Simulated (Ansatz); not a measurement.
## A basis-limit estimate, worked out

An elementary step of TiH2F4, singlet (TiF₄ ([F][Ti]([F])([F])[F]) + H₂ → TiHF₃ ([F][TiH]([F])[F]) + HF (still joined by a long Ti–F bond); bonds formed: Ti1–H7, F2–H6; bonds broken: H6–H7; bonds weakened to dative contacts: Ti1–F2). “Start” is the structure reached by relaxing down from the saddle towards the reactants; PBE0-D4/def2-TZVP structures. The saddle:

Ti1  (-0.435, 0.033, 0.214)
F2  (1.025, 0.806, -1.059)
F3  (-1.616, 0.031, -1.057)
F4  (-0.393, 1.454, 1.209)
F5  (-1.001, -1.206, 1.298)
H6  (1.346, -0.138, -0.640)
H7  (1.072, -0.979, 0.036)
(Å)

Computed with Ansatz 0.2.0 (basis: def2-TZVPP and def2-QZVPP); correlated methods freeze the cores.

Energies in eV:

| quantity | saddle | start |
| --- | --- | --- |
| Hartree–Fock, triple zeta (X = 3) | -33950.90797 | -33953.21256 |
| Hartree–Fock, quadruple zeta (X = 4) | -33951.83685 | -33954.15023 |
| MP2 correlation, X = 3 | -40.20478 | -39.81530 |
| MP2 correlation, X = 4 | -43.82041 | -43.39740 |
| CCSD(T) correlation, X = 3 | -41.76464 | -41.33998 |

(1) Work out the barrier at the basis limit: extrapolate Hartree–Fock as E(X) = E∞ + A exp(−7.88 √X) and the MP2 correlation as E(X) = E∞ + B X^−2.97 (the exponents that Neese and Valeev fitted for def2-TZVPP and QZVPP), then add CCSD(T) − MP2 in triple zeta.

The T1 diagnostic stays at or below 0.024.

Results:

(1) Each step is linear, so take the differences first (saddle − start): Hartree–Fock 2.30459 (X = 3) and 2.31338 (X = 4); MP2 correlation -0.38948 and -0.42301; CCSD(T) correlation -0.42466.
Two points give E∞ = E(4) + w [E(4) − E(3)], with w = 1/(exp(7.88 (2 − √3)) − 1) = 0.1377 for Hartree–Fock and w = 1/((4/3)^2.97 − 1) = 0.7407 for the correlation.
Hartree–Fock: 2.31338 + 0.1377 × 0.00879 = 2.3146 eV.
MP2 correlation: -0.42301 + 0.7407 × (-0.03353) = -0.4478 eV.
CCSD(T) − MP2: -0.42466 − (-0.38948) = -0.0352 eV.
Sum: 2.3146 + (-0.4478) + (-0.0352) = 1.8316 eV, or 42.24 kcal/mol. Plain CCSD(T) in triple zeta gives 1.8799 eV, so the larger basis shifts the result by -0.0483 eV.

Labels in which every atom is bracketed show which atoms are joined, not bond orders.

For scale, one of the runs: CCSD(T)/def2-TZVPP, 216 basis functions, launched by `ansatz run in.yaml --threads 8 --pin off --events-out ev --progress --plain --max-ram 19148MiB`. Time: 110 s of wall clock on 8 CPU threads of an Arm Neoverse V1; the host was shared. Peak host memory: 3.9 GiB.
